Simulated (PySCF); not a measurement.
A structure optimised at PBE-D3(BJ)/def2-TZVP, used in a PySCF frequency run:

```xyz
2

Cu     0.0000     0.0000    -1.1335
Cu     0.0000     0.0000     1.1335
```
Charge 0, spin multiplicity 1.

Question: Write its SMILES, formula and point group.

Answer: [Cu][Cu], Cu2, D∞h

Question: What are its rotational constants (standard atomic weights)?

Answer: 3.0948 GHz (linear rotor, B only)
